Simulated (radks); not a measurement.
Values are calculated unless marked as measured or tabulated.
Question: Neutral xenon, 54 electrons, occupied as [Xe]. Code: a radial shooting solver on a logarithmic mesh with Libxc functionals. Model: scalar-relativistic Kohn-Sham, SCAN, spin-polarised, spherical densities, finite nucleus; meta-GGA in the generalised Kohn-Sham scheme; Fermi nuclear charge, rms radius 4.7859 fm. Some entries of the table are withheld. Estimate them.

| orbital | occ. | eigenvalue (hartree) | <1/r> (bohr^-1) |
|---|---|---|---|
| 1s | 2 | -1265.290 | 58.10 |
| 2s | 2 | -197.5886 | 13.35 |
| 2p | 6 | -177.1520 | 12.73 |
| 3s | 2 | -40.69280 | (1) |
| 3p | 6 | (2) | 4.559 |
| 3d | 10 | -24.20112 | 4.310 |
| 4s | 2 | -7.43637 | 1.944 |
| 4p | 6 | (3) | 1.786 |
| 4d | 10 | -2.22411 | 1.511 |
| 5s | 2 | -0.75303 | 0.6968 |
| 5p | 6 | -0.31516 | 0.5627 |

Answer: 
(1) 3s <1/r> (bohr^-1): 4.807
(2) 3p eigenvalue (hartree): -34.03769
(3) 4p eigenvalue (hartree): -5.31757
